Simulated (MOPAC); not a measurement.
MOPAC input (PM6):

```
PM6 1SCF UHF MS=0.5 GEO-OK AUX(PRECISION=9) THREADS=1
IMg

Mg   -0.00000000 1   -0.00000000 1   -2.12540800 1
I     0.00000000 1    0.00000000 1    0.48122500 1
```

Output:

```
 *******************************************************************************
 **                                                                           **
 **                              MOPAC v23.2.5                                **
 **                                                                           **
 *******************************************************************************
 ** MOPAC's Digital Object Identifier: https://doi.org/10.5281/zenodo.6511958 **
 **                                                                           **
 ** Please cite the open-source release paper for use of this MOPAC version:  **
 ** J. E. Moussa and J. J. P. Stewart (2026)                                  **
 ** MOPAC: An open-source semiempirical molecular orbital program             **
 ** J. Open Source Softw., 11(119), 8025, https://doi.org/10.21105/joss.08025 **
 *******************************************************************************

                              PM6 CALCULATION RESULTS

 *******************************************************************************
 *  PM6        - The PM6 Hamiltonian to be used
 *  GEO-OK     - OVERRIDE INTERATOMIC DISTANCE AND OTHER SAFETY CHECKS
 *  UHF        - UNRESTRICTED HARTREE-FOCK CALCULATION
 *  MS=        - IN MECI, MAGNETIC COMPONENT OF SPIN =  0.5
 *  1SCF       - DO 1 SCF AND THEN STOP
 *  AUX        - OUTPUT AUXILIARY INFORMATION
 *******************************************************************************
PM6 1SCF UHF MS=0.5 GEO-OK AUX(PRECISION=9) THREADS=1
 IMg

   ATOM   CHEMICAL          X               Y               Z
  NUMBER   SYMBOL      (ANGSTROMS)     (ANGSTROMS)     (ANGSTROMS)

     1      Mg         -0.00000000  *  -0.00000000  *  -2.12540800  *
     2       I          0.00000000  *   0.00000000  *   0.48122500  *

          CARTESIAN COORDINATES

    NO.       ATOM           X           Y           Z

     1        Mg         -0.0000     -0.0000     -2.1254
     2         I          0.0000      0.0000      0.4812

 General Reference for PM6:
 "Optimization of Parameters for Semiempirical Methods V: Modification of NDDO Approximations
 and Application to 70 Elements", J. J. P. Stewart, J. Mol. Mod., 13, 1173-1213 (2007)
 URL: https://link.springer.com/article/10.1007/s00894-007-0233-4

           Empirical Formula: Mg I  =     2 atoms

      MOLECULAR POINT GROUP   :   C*v

          UHF CALCULATION, NO. OF ALPHA ELECTRONS =    5
                           NO. OF BETA  ELECTRONS =    4

 -------------------------------------------------------------------------------
 PM6 1SCF UHF MS=0.5 GEO-OK AUX(PRECISION=9) THREADS=1
 IMg

     1SCF WAS SPECIFIED, SO BFGS WAS NOT USED
     SCF FIELD WAS ACHIEVED

                              PM6 CALCULATION
                                                       MOPAC v23.2.5 Linux

          FINAL HEAT OF FORMATION =         12.39598 KCAL/MOL =      51.86476 KJ/MOL

          COSMO AREA              =         94.15 SQUARE ANGSTROMS
          COSMO VOLUME            =         78.82 CUBIC ANGSTROMS

          IONIZATION POTENTIAL    =          6.867663 EV
          ALPHA SOMO LUMO (EV)    =         -6.868 -1.679
          BETA  SOMO LUMO (EV)    =         -9.088 -1.568
          NO. OF ALPHA ELECTRONS  =          5
          NO. OF BETA  ELECTRONS  =          4
          MOLECULAR WEIGHT        =        151.2095         POINT GROUP:  C*v

          MOLECULAR DIMENSIONS (Angstroms)

            Atom       Atom       Distance
            I     2   Mg     1     2.60663
            I     2   Mg     1     0.00000
           Mg     1    I     2     0.00000

          SCF CALCULATIONS        =          1

   ATOM   CHEMICAL          X               Y               Z
  NUMBER   SYMBOL      (ANGSTROMS)     (ANGSTROMS)     (ANGSTROMS)

     1      Mg         -0.00000000  *  -0.00000000  *  -2.12540800  *
     2       I          0.00000000  *   0.00000000  *   0.48122500  *

                             CARTESIAN COORDINATES

   1   Mg       -0.000000000    -0.000000000    -2.125408000
   2    I        0.000000000     0.000000000     0.481225000

           Empirical Formula: Mg I  =     2 atoms

      MOLECULAR POINT GROUP   :   C*v

          ALPHA EIGENVALUES
 -20.48021 -12.85375  -9.46787  -9.46787  -6.86766  -1.67885  -0.81390  -0.81390
 113.86443 114.09983 114.09983 114.94640 114.94640

           BETA EIGENVALUES
 -18.40255 -11.02609  -9.08808  -9.08808  -1.56829  -0.53712  -0.53712  -0.14450
 114.85298 114.85298 114.85423 115.05646 115.05646

              NET ATOMIC CHARGES AND DIPOLE CONTRIBUTIONS

  ATOM NO.   TYPE          CHARGE      No. of ELECS.   s-Pop       p-Pop       d-Pop
    1         Mg           0.390509        1.6095     1.43784     0.17165
    2          I          -0.390509        7.3905     1.95795     5.43142     0.00114
 DIPOLE           X         Y         Z       TOTAL
 POINT-CHG.     0.000     0.000    -4.889     4.889
 HYBRID         0.000     0.000     0.731     0.731
 SUM            0.000     0.000    -4.159     4.159

          ATOMIC ORBITAL ELECTRON POPULATIONS

     Atom    s        px        py        pz      x^2-y^2     xz        z^2       yz        xy
    1 Mg   1.43784   0.00739   0.00739   0.15686
    2  I   1.95795   1.99252   1.99252   1.44638   0.00000   0.00008   0.00097   0.00008   0.00000

                    (SZ)    =    0.500000
                    (S**2)  =    0.755650

          ATOMIC ORBITAL SPIN POPULATIONS

    Atom   Total    s     px     py     pz   x^2-y^2  xz     z^2    yz     xy
         Atomic
    1 Mg  0.5756  0.491 -0.002 -0.002  0.088
    2  I  0.4244  0.005  0.002  0.002  0.416  0.000  0.000 -0.000  0.000  0.000

 **********************
 *                    *
 * JOB ENDED NORMALLY *
 *                    *
 **********************

 == MOPAC DONE ==
```

The geometry given is a B3LYP-D3(BJ)/def2-TZVP minimum.
